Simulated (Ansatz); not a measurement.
`CB[NH][AlH2]`, relaxed with RKS PBE-D4/def2-SVP in the Gaussian-basis code of Ansatz from a rough embedded geometry. The force threshold is 0.03 eV/Å; the program also tests the step.

Total charge 0; spin multiplicity 1.

Start:

```xyz
11

C    -1.390   -0.956   -0.268
B    -0.679    0.407   -0.406
N     0.769    0.438   -0.785
Al    1.842    0.910    0.697
H    -2.490   -0.789    0.074
H    -0.959   -1.607    0.516
H    -1.430   -1.526   -1.237
H    -1.227    1.386   -0.210
H     1.069   -0.532   -1.073
H     1.658    0.112    2.063
H     2.837    2.157    0.630
```

Task: By how much does the energy fall, and how many steps does the optimiser take? (Estimate.)

Result: The calculation gave: 108.26 kJ/mol, in 21 steps, 3 of them rejected.

Task: Which bonds change most? (An estimate is asked.)

Result: Ansatz gave: B2–Al4 from 2.797 to 2.329 Å; B2–H8 from 1.139 to 1.294 Å; B2–N3 from 1.497 to 1.385 Å; C1–H5 from 1.164 to 1.111 Å.

Task: Give the relaxed structure. (An estimate is asked.)

Result: Computed: 
```xyz
11

C    -1.586   -0.837   -0.440
B    -0.235   -0.128   -0.071
N     1.074   -0.226   -0.514
Al    1.598    1.089    0.693
H    -2.351   -0.094   -0.749
H    -2.007   -1.360    0.446
H    -1.468   -1.578   -1.256
H    -0.311    0.765    0.862
H     1.391   -0.859   -1.247
H     2.198    0.630    2.101
H     1.696    2.598    0.174
```
